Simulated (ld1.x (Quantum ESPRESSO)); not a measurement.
## Which change was made? (Cu, RRKJ)

ld1.x (Quantum ESPRESSO) 7.5 input, shortened:

```
&input
   title='Cu', zed=29., rel=1, dft='REVPBE', iswitch=3,
   config='[Ar] 3d10 4s1 4p0'
 /
 &inputp
   pseudotype=2, tm=.false., rho0=0.01, lloc=0,
   nlcc=.true., new_core_ps=.true., rcore=0.80
 /
3
4P  2  1   0.00   0.00  2.35  2.35  0.0
3D  3  2  10.00   0.00  1.55  1.55  0.0
4S  1  0   1.00   0.00  2.40  2.40  0.0
 &test
   configts(1)='3d10 4s1 4p0'
 /
```

Cutoffs, loose and tight: the cutoffs (Ry, on a coarse ladder) from which the occupation-weighted sum of valence levels, in a spherical-Bessel basis at the reference potential, stays within 10 and 1 mRy of its value at 400 Ry. They do not see the model core or the augmentation charge, which bear on the density cutoff. Test errors are all-electron minus pseudo excitation energies from the reference, over the configurations 3d10 4s0 4p0; 3d9 4s0 4p0; 3d8 4s0 4p0; 3d9 4s1 4p1; 3d7 4s0 4p0; 3d9 4s2 4p0; 3d10 4s0 4p1; variants that change the core or the reference have their own tests.

The base gives: outcome: generated; cutoff, loose: 90 Ry; cutoff, tight: 120 Ry; bound ghosts: none; largest test error (meV): no test is counted, since the test run did not reproduce the reference configuration.

Task: After one change the result is: outcome: generated; cutoff, loose: 140 Ry; cutoff, tight: 200 Ry; bound ghosts: none; largest test error (meV): -4153. Which change was it?
A. wave 3d (bound): rc 1.55 bohr becomes 3d (bound): rc 1.84 bohr
B. wave 3d (bound): rc 1.55 bohr becomes 3d (bound): rc 2.04 bohr
C. wave 3d (bound): rc 1.55 bohr becomes 3d (bound): rc 1.16 bohr

Result: C. The others give: wave 3d (bound): rc 1.55 bohr becomes 3d (bound): rc 2.04 bohr → outcome: generated; cutoff, loose: 55 Ry; cutoff, tight: 90 Ry; bound ghosts: none; largest test error (meV): no test is counted, since the test run did not reproduce the reference configuration | wave 3d (bound): rc 1.55 bohr becomes 3d (bound): rc 1.84 bohr → outcome: generated; cutoff, loose: 70 Ry; cutoff, tight: 100 Ry; bound ghosts: none; largest test error (meV): no test is counted, since the test run did not reproduce the reference configuration.
